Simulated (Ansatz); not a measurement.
Al2B3. Charge 0, multiplicity 2. Geometry relaxed at PBE0-D4/def2-SVP.

```xyz
5

B     0.566   -0.897    1.438
B     0.585   -0.472   -0.045
B    -0.565    0.127    1.153
Al   -1.185    1.130   -0.492
Al    0.600    0.112   -2.054
```

The charge 0 doublet is spin-contaminated (final ⟨S²⟩ up to 0.87, 0.75 for a pure state). The relaxation made no stability test and no search for a lower SCF solution. The structure comes from a short search, and lower isomers may exist.

(1) Estimate the harmonic wavenumbers at UKS PBE0-D4/def2-SVP (Ansatz, unscaled). Is this a minimum?

Results:

(1) 187, 206, 271, 322, 426, 496, 682, 1137, 1230 cm⁻¹. Yes, no mode is imaginary beyond noise. Zero-point energy 29.6 kJ/mol. Run time 29 s (4 threads of Arm Neoverse V1 on a shared host).
